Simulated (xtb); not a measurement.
xtb input (GFN1-xTB):

```bash
xtb mol.xyz --gfn 1 --sp --chrg 0 --uhf 0
```
mol.xyz:
```
8

C     -3.01133968    -0.36314930    -0.18805990
O     -1.91370037     0.46661428     0.21245495
B     -0.62523371     0.18616719     0.08546198
I      0.78760724     1.64465408     0.78684586
I      0.08729840    -1.65980935    -0.78964452
H     -3.91894759     0.17810794     0.06500327
H     -2.97767401    -1.31216012     0.34548929
H     -2.96956775    -0.54757298    -1.26075402
```

End of the output:

```
         :::::::::::::::::::::::::::::::::::::::::::::::::::::
         ::                     SUMMARY                     ::
         :::::::::::::::::::::::::::::::::::::::::::::::::::::
         :: total energy             -17.835025250823 Eh    ::
         :: gradient norm              0.037126978639 Eh/a0 ::
         :: HOMO-LUMO gap              4.630389913263 eV    ::
         ::.................................................::
         :: SCC energy               -17.941483991068 Eh    ::
         :: -> electrostatic           0.037550615690 Eh    ::
         :: repulsion energy           0.109921084681 Eh    ::
         :: dispersion energy         -0.003462344435 Eh    ::
         :: halogen bond corr.        -0.000000000002 Eh    ::
         :: add. restraining           0.000000000000 Eh    ::
         :: total charge               0.000000000000 e     ::
         :::::::::::::::::::::::::::::::::::::::::::::::::::::

           -------------------------------------------------
          |                Property Printout                |
           -------------------------------------------------

    * Orbital Energies and Occupations

         #    Occupation            Energy/Eh            Energy/eV
      -------------------------------------------------------------
         1        2.0000           -0.8589033             -23.3719
       ...           ...                  ...                  ...
         3        2.0000           -0.7994174             -21.7533
         4        2.0000           -0.6855314             -18.6543
         5        2.0000           -0.6215392             -16.9129
         6        2.0000           -0.5974085             -16.2563
         7        2.0000           -0.5913151             -16.0905
         8        2.0000           -0.5249593             -14.2849
         9        2.0000           -0.5015598             -13.6481
        10        2.0000           -0.4922946             -13.3960
        11        2.0000           -0.4336579             -11.8004
        12        2.0000           -0.4141918             -11.2707
        13        2.0000           -0.4040313             -10.9943
        14        2.0000           -0.3969389             -10.8013
Note: The following floating-point exceptions are signalling: IEEE_DENORMAL
normal termination of xtb
        15        2.0000           -0.3869700             -10.5300 (HOMO)
        16                         -0.2168063              -5.8996 (LUMO)
        17                         -0.1941809              -5.2839
        18                         -0.1466203              -3.9897
        19                         -0.1296310              -3.5274
        20                         -0.0889209              -2.4197
        21                         -0.0812748              -2.2116
        22                         -0.0593309              -1.6145
        23                         -0.0541350              -1.4731
        24                         -0.0481738              -1.3109
        25                         -0.0429651              -1.1691
        26                         -0.0415318              -1.1301
       ...                                ...                  ...
        36                          0.6447750              17.5452
      -------------------------------------------------------------
                  HL-Gap            0.1701637 Eh            4.6304 eV
             Fermi-level           -0.3018882 Eh           -8.2148 eV

  Mulliken/CM5 charges         n(s)   n(p)   n(d)
     1C     0.16989  0.05276   0.976  2.854  0.000
     2O    -0.44506 -0.47432   1.659  4.786  0.000
     3B     0.39075  0.16557   0.947  1.662  0.000
     4I    -0.08983  0.00714   1.985  5.115 -0.011
     5I    -0.11479 -0.02237   1.987  5.141 -0.013
     6H     0.03763  0.09820   0.962  0.000  0.000
     7H     0.02570  0.08651   0.974  0.000  0.000
     8H     0.02570  0.08651   0.974  0.000  0.000

Wiberg/Mayer (AO) data.
largest (>0.10) Wiberg bond orders for each atom

 ---------------------------------------------------------------------------
     #   Z sym  total        # sym  WBO       # sym  WBO       # sym  WBO
 ---------------------------------------------------------------------------
     1   6 C    3.902 --     6 H    0.987     7 H    0.983     8 H    0.983
                             2 O    0.911
     2   8 O    2.235 --     3 B    1.215     1 C    0.911
     3   5 B    3.344 --     2 O    1.215     4 I    1.068     5 I    1.035
     4  53 I    1.202 --     3 B    1.068
     5  53 I    1.200 --     3 B    1.035
     6   1 H    1.016 --     1 C    0.987
     7   1 H    1.021 --     1 C    0.983
     8   1 H    1.021 --     1 C    0.983
 ---------------------------------------------------------------------------

Topologies differ in total number of bonds
Writing topology from bond orders to xtbtopo.mol

 dipole moment from electron density (au)
     X       Y       Z
  -0.7038  -0.4128  -0.2000  total (Debye):    2.135

           -------------------------------------------------
          | TOTAL ENERGY              -17.835025250823 Eh   |
          | GRADIENT NORM               0.037126978639 Eh/α |
          | HOMO-LUMO GAP               4.630389913263 eV   |
           -------------------------------------------------

------------------------------------------------------------------------
------------------------------------------------------------------------
 total:
 SCF:
```
